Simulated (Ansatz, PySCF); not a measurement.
Energy difference R1 + R2 → P1 + P2, each structure at its B3LYP-D3(BJ)/def2-TZVP stationary point, reached from a drawn start (curvature not checked).
R1, C2H6Zn (SMILES [CH3][Zn][CH3]) (charge 0, multiplicity 1):
```xyz
9

C      1.954    -0.087     0.038
Zn     0.000     0.002    -0.004
C     -1.954     0.087    -0.039
H      2.339    -0.660    -0.809
H      2.393     0.913    -0.006
H      2.302    -0.567     0.955
H     -2.379    -0.366     0.860
H     -2.354    -0.445    -0.905
H     -2.301     1.122    -0.090
```
P1, CH4 (SMILES C) (charge 0, multiplicity 1, Z-matrix in Å and degrees):
```
C
H 1 1.0892
H 1 1.0892 2 109.47
H 1 1.0892 2 109.47 3 -120.00
H 1 1.0892 2 109.47 4 -120.00
```
R2, HCl (SMILES Cl) (charge 0, multiplicity 1, Z-matrix in Å and degrees):
```
Cl
H 1 1.2820
```
P2, CH3ClZn (SMILES [CH3][Zn][Cl]) (charge 0, multiplicity 1):
```xyz
6

C     -0.80119     0.14090     0.00725
Zn     1.10820    -0.19494    -0.01009
Cl     3.20076    -0.56294    -0.02910
H     -1.14800     0.27358     1.03205
H     -1.33261    -0.69965    -0.43900
H     -1.02717     1.04304    -0.56121
```

P less R. No zero-point or thermal terms; no spin–orbit coupling.

Correlated levels freeze the cores. CBS: X⁻³ extrapolation of the correlation energy, Hartree–Fock from the larger set.

Programs: Ansatz (Gaussian orbitals); PySCF for the D3/D4 terms. All values are computed, each at the level named.

Question: What reaction energy does CCSD(T)/CBS(def2-TZVPP, def2-QZVPP) give?

Answer: -41.4 kcal/mol

Question: Give the reaction energy at the level BLYP/def2-TZVPP.

Answer: -39.7 kcal/mol

Question: What reaction energy does B3LYP-D4/def2-TZVPP give?

Answer: -40.9 kcal/mol

Ansatz is a quantum-chemistry and plane-wave program.
